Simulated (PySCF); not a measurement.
Species: C7H4ClO2 (charge -1).
SMILES: `O=C([O-])c1ccc(Cl)cc1`

Linear response at CAM-B3LYP/def2-SVPD (PySCF, frozen core in the response, non-relativistic). Isolated species at its PBE0-D3(BJ)/def2-SVP geometry, gas phase.

Static isotropic polarisability: 109.70 au (16.26 Å³), principal values 64.4, 111.6, 153.0 au.

(1) What is the polarisability at 1064 nm and at the sodium D line?

(2) What is the isotropic C6 coefficient between two such ions, C6 = (3/π)∫α(iω)² dω?

(3) Which effective excitation energy ω̄ makes London's formula C6 = (3/4)α²ω̄ exact here?

(4) How many electrons N does the Slater–Kirkwood formula C6 = (3/4)·√N·α^(3/2) need to give this C6?

(5) The lowest 6 singlets have (eV, f): 4.40, 0.000; 4.43, 0.000; 4.99, 0.000; 5.10, 0.000; 5.19, 0.011; 5.29, 0.002. What share of the static polarisability do they carry in the sum over states α = Σ f/ω²?

(6) How anisotropic is the static polarisability, by Δα² = ½[(α1 − α2)² + (α2 − α3)² + (α3 − α1)²]?

(7) What three-body coefficient follows from the one-pole estimate C9 = (3/4)·α·C6?

(8) What molar refraction at the D line follows from R = (4π/3)·N_A·α′, with α′ the polarisability volume?

## Answers

(1) 111.14 au at 1064 nm (+1.3 %), 114.66 au at 589.3 nm (+4.5 %). The rise at 589.3 nm is 3.46 times that at 1064 nm; a pure ω² law gives 3.26. The lowest singlet lies at 282 nm, shorter than both wavelengths.

(2) 4389 au (Eh·bohr⁶) by a ten-point quadrature over imaginary frequencies, which is 2620 eV·Å⁶ or 253 J·nm⁶/mol.

(3) ω̄ = 4·C6/(3α²) = 0.486 Eh = 13.2 eV. A one-pole form α(ω) = α/(1 − ω²/ω̄²) fitted to the 1064 nm value gives 10.3 eV.

(4) N = (4·C6/3)²/α³ = 25.9; the species has 80 electrons in all.

(5) 0.35 au, 0.3 % of α; the largest term, 0.31 au, is that of the state at 5.19 eV. Their oscillator strengths add up to 0.01. Higher states carry the rest.

(6) Δα = 76.8 au, or 0.70 of the isotropic value.

(7) 361000 au. This is an estimate from the two numbers above, not a computed integral.

(8) α′ = 16.99 Å³ gives R = 42.86 cm³/mol, for isolated, non-vibrating species.

Conformer computed: `[O:1]=[C:2]([O-:3])[c:4]1[cH:5][cH:6][c:7]([Cl:8])[cH:9][cH:10]1`: O1–C2–C4–C5 1°.
